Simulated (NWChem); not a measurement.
CH₄O₂Te; SMILES [Te](OC)O

```xyz
8

Te     0.3196    -0.4716    -0.0339
O     -1.6075    -0.9606     0.0107
H     -1.8268    -1.1863     0.9245
O      0.1732     1.4135     0.5702
C     -0.3236     2.3617    -0.3445
H     -1.3799     2.1727    -0.6046
H     -0.2597     3.3466     0.1458
H      0.2623     2.3998    -1.2811
```
Atoms are numbered in this order, from 1.

All runs: NWChem. Coordinates come from a PBE0/def2-SVP optimisation. def2 effective core potentials on Te; no spin-orbit coupling. Ions are spin-unrestricted doublets at the neutral geometry. Hybrids' shares of exact exchange are those that their runs print; pure functionals count as 0. The functionals differ in more than this share.

```
row                    share of exact exchange  ΔSCF ionisation energy minus −ε(HOMO) (eV)
---------------------  -----------------------  ------------------------------------------
PBE/def2-SVP                              0.00                                        3.29
B3LYP/def2-SVP                            0.20                                        2.58
BHandHLYP/def2-SVP                        0.50                                        1.37
Hartree-Fock/def2-SVP                     1.00                                    withheld
```

Question: Fit a straight line of the last column on the one before it, predict the withheld value, and compare with the run.

Answer: 
1. Means of the 3 shown rows: x = 0.233, y = 2.413. Slope Σ(x − x̄)(y − ȳ)/Σ(x − x̄)² = -0.4883/0.1267 = -3.855; intercept 3.313.
2. The shown rows scatter about the line by 0.027 (root mean square); the largest residual is +0.04, at B3LYP/def2-SVP.
3. At x = 1.00 (Hartree-Fock/def2-SVP; beyond the shown range) the line gives -0.54.
4. The run gives -0.89, -0.35 from the line, 12.9 times the scatter. The line crosses zero at a share of 0.86.
